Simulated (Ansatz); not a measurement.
`F[SiH2]O[SiH2][SiH3]` and `[CH3][AlH][O][SiH2][SiH3]` differ in one atom or group.

Ansatz, PBE0-D4/def2-TZVP geometries, multiplicity 1. Each molecule was computed in one conformer, which needn't be the lowest.

```tsv
property	`F[SiH2]O[SiH2][SiH3]`
HOMO–LUMO gap (PBE/def2-TZVPP) / eV	5.50
HOMO–LUMO gap (PBE0/def2-TZVPP) / eV	7.55
HOMO energy (ωB97M-V/def2-TZVPP) / eV	-10.20
HOMO–LUMO gap (B3LYP/def2-TZVPP) / eV	7.20
size of the dipole moment (B3LYP/def2-TZVPP) / D	1.22
HOMO–LUMO gap (ωB97M-V/def2-TZVPP) / eV	11.38
```

Q: Give the same properties after the change, and the shifts. (Estimate.)

A: Ansatz gave: 
```csv
property,`[CH3][AlH][O][SiH2][SiH3]`,shift
HOMO–LUMO gap (PBE/def2-TZVPP) / eV,4.84,-0.66
HOMO–LUMO gap (PBE0/def2-TZVPP) / eV,6.83,-0.72
HOMO energy (ωB97M-V/def2-TZVPP) / eV,-9.70,0.50
HOMO–LUMO gap (B3LYP/def2-TZVPP) / eV,6.41,-0.79
size of the dipole moment (B3LYP/def2-TZVPP) / D,1.00,-0.22
HOMO–LUMO gap (ωB97M-V/def2-TZVPP) / eV,10.47,-0.91
```

With PBE0 the HOMO rises by 0.53 eV and the LUMO falls by 0.19 eV, so the gap narrows by about 0.72 eV. PBE moves the HOMO by 0.54 eV and ωB97M-V by 0.50 eV. Dipoles are sizes alone; their direction can turn.

B3LYP here is the variant with VWN-RPA as its local correlation; programs differ in this.
